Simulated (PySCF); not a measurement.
Compound: C₉H₉ (charge +1).
SMILES with atom numbers: `[CH2:1]=[CH:2][c:3]1[cH:4][cH:5][cH:6][cH:7][c:8]1[CH2+:9]`

Geometry (GFN2-xTB, Å), atoms numbered from 1 in this order:
```
atom  x, y, z in Å
C1     2.8411    0.3276   -0.5194
C2     1.8353   -0.3085    0.1003
C3     0.4495    0.0711    0.0197
C4     0.0723    1.3721   -0.3112
C5    -1.2523    1.7690   -0.3050
C6    -2.2827    0.8734    0.0380
C7    -1.9739   -0.4144    0.3523
C8    -0.6108   -0.8850    0.3234
C9    -0.3817   -2.2138    0.4944
H10    2.6902    1.1687   -1.1755
H11    3.8570   -0.0132   -0.4116
H12    2.0706   -1.1769    0.6990
H13    0.8346    2.1024   -0.5341
H14   -1.5016    2.7924   -0.5463
H15   -3.3057    1.2155    0.0492
H16   -2.7473   -1.1230    0.6079
H17   -1.1997   -2.8908    0.6888
H18    0.5964   -2.6602    0.4187
```

Probes without a nucleus sit at each ring's centroid and 1 Å off its mean plane on both sides; NICS is minus the shielding there, NICSzz its component along the normal. Level: GIAO PBE0/pcSseg-1 (PySCF, non-relativistic, gas phase) on the GFN2-xTB geometry, one conformer.

Ring bond lengths (Å), with Mayer bond orders in brackets: C3–C4 1.394 (1.42), C4–C5 1.383 (1.45), C5–C6 1.408 (1.28), C6–C7 1.361 (1.60), C7–C8 1.442 (1.15), C8–C3 1.460 (1.06).

Q: Give the NICS values of each ring in ppm.

A: 
| ring | type | NICS(0) | NICS(1), two faces | NICS(1)zz, two faces | rms pucker (Å) | centre to ring atoms, mean (Å) |
| --- | --- | --- | --- | --- | --- | --- |
| C3–C4–C5–C6–C7–C8 | 6-membered carbocycle; formal bonds all aromatic | 0.4 | -5.2 / -5.2 | -9.6 / -9.1 | 0.01 | 1.41 |

Q: What can be read from them?

A: 
- C3–C4–C5–C6–C7–C8: mean NICS(1)zz -9.4 ppm, shielded. That is too small in size for a clear verdict by the NICS criterion. NICS(0) lies 6 ppm above the mean NICS(1).

Q: And the bond-length index? HOMA = 1 − mean of α(R − Ropt)² over the ring bonds, with Krygowski's 1993 parameters (CC: Ropt 1.388 Å, α 257.7 Å⁻²).

A: 
- C3–C4–C5–C6–C7–C8: HOMA 0.60 = 1 − EN − GEO, with mean bond length 1.408 Å, EN = α(Ropt − mean)² = 0.103 and GEO = α × variance = 0.295.

Q: At the second NICS(1) probe listed for ring C3–C4–C5–C6–C7–C8, 1 Å off the ring, how large is the induced field along the normal in 14.1 T applied along it?

A: NICSzz × B0 = -9.1 ppm × 14.1 T = -128 μT, against the applied field.

The run took 34 s (grids of density and orbitals included) on an Arm Neoverse V2 with one thread, no GPU (shared host), and the process peaked at 0.87 GiB of memory. This is the whole shielding run at PBE0/pcSseg-1, SCF included.
